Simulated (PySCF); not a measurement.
## Dipole moment and polarisability of SeClF5

Species: SeClF5.
Geometry (PBE0-D3(BJ)/def2-SVP, Å), atoms numbered from 1 in this order:
```
atom  x, y, z in Å
Se1    0.0133   -0.0145   -0.0534
Cl2    0.0054   -0.0190    2.0975
F3     0.0191   -0.0111   -1.7578
F4     1.7280   -0.0088   -0.0827
F5    -1.7011   -0.0195   -0.0947
F6     0.0090    1.7000   -0.0854
F7     0.0183   -1.7290   -0.0922
```

Level: B3LYP/def2-SVPD (PySCF), static field, nuclei fixed, core orbitals frozen in the response. The polarisability tensor in these axes (au):

```
x   45.18  0.01 -0.05
y    0.01 45.17 -0.03
z   -0.05 -0.03 58.56
```

Problem. Give the principal values, the mean and the anisotropy Δα = √{½[(α1 − α2)² + (α2 − α3)² + (α1 − α3)²]}.

Solution. Principal values 45.17, 45.18 and 58.56 au; mean 49.64 au = 7.36 Å³ = 8.18 × 10⁻⁴⁰ C²·m²/J; Δα = 13.39 au (27 % of the mean).

Problem. What is the dipole moment, and where does it point?

Solution. (0.00, 0.00, 1.26) D, 1.26 D in size, pointing from the negative to the positive side. Measured along this direction, the outermost atoms are F3 at the negative end and Cl2 at the positive end.

Problem. What would n − 1 = 2πNα be for an ideal gas of these molecules at 350 K and 1 atm, electronic part alone?

Solution. N = p/kT = 2.0968 × 10¹⁹ cm⁻³, so n − 1 = 2π × N × 7.36 × 10⁻²⁴ cm³ = 969 × 10⁻⁶ at long wavelengths, for an ideal gas.

Problem. Find the Langevin capture rate constant for NH4+ (18.034 u) meeting this molecule (209.877 u), k = 2.342 × 10⁻⁹ cm³/s × √(α in Å³ / reduced mass in u).

Solution. The reduced mass is 16.61 u, so k = 1.56 × 10⁻⁹ cm³/s. The formula leaves out the permanent dipole, which adds to the capture rate.

Problem. Traceless (Buckingham) quadrupole moment about the centre of nuclear charge: eigenvalues?

Solution. -1.97, -1.96, 3.93 D·Å. The values depend on the origin, since the dipole doesn't vanish. The electronic extent ⟨r²⟩ about the same centre is 864 bohr², a root-mean-square distance of 1.59 Å for the 96 electrons.

Problem. What molar refraction does this α imply?

Solution. Lorentz–Lorenz: R = (4π/3)N_A α = 2.5225 cm³/(mol·Å³) × 7.36 Å³ = 18.6 cm³/mol, in the limit of long wavelengths.

Geometry: PBE0-D3(BJ)/def2-SVP; no solvent, vibrations or thermal averaging. The calculation is non-relativistic, for selenium too.
